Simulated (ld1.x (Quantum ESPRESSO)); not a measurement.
## Ranking RRKJ potentials for carbon

All share these settings but for the change named:

```json
{"Element": "C (Z = 6)", "Generator": "ld1.x (Quantum ESPRESSO) 7.5", "Type": "norm-conserving RRKJ (Kleinman–Bylander form)", "Functional": "revPBE", "Relativity": "scalar-relativistic", "Frozen core": "[He]", "Valence charge": "4", "Reference configuration": "2s2 2p2", "Partial waves": "2s (bound): rc 1.15 bohr; 2p (bound): rc 3.25 bohr", "Local potential": "the p channel", "Core correction": "Bessel-smoothed model core, default radius (core density twice the valence density)"}
```

Cutoff: the first of the cutoffs (Ry, on a coarse ladder) from which the occupation-weighted sum of valence levels, in a spherical-Bessel basis at the reference potential, stays within 10 and 1 mRy of its value at 400 Ry; the density cutoff is not measured.

The base gives 50 Ry.

Of 5 variants that were run, those that failed, showed a ghost or another fault, or gave nearly equal values are left out.

A variant can come out equal or close to the base.

Question: Rank these variants from softest to hardest (loose cutoff).
A. all radii but the core radius scaled by about 0.75 (s 0.86, p 2.44 bohr)
B. all radii but the core radius scaled by about 1.37 (s 1.58, p 4.44 bohr)
C. all radii but the core radius scaled by about 0.88 (s 1.02, p 2.86 bohr)

Answer: B (30 Ry), C (45 Ry), A (70 Ry).
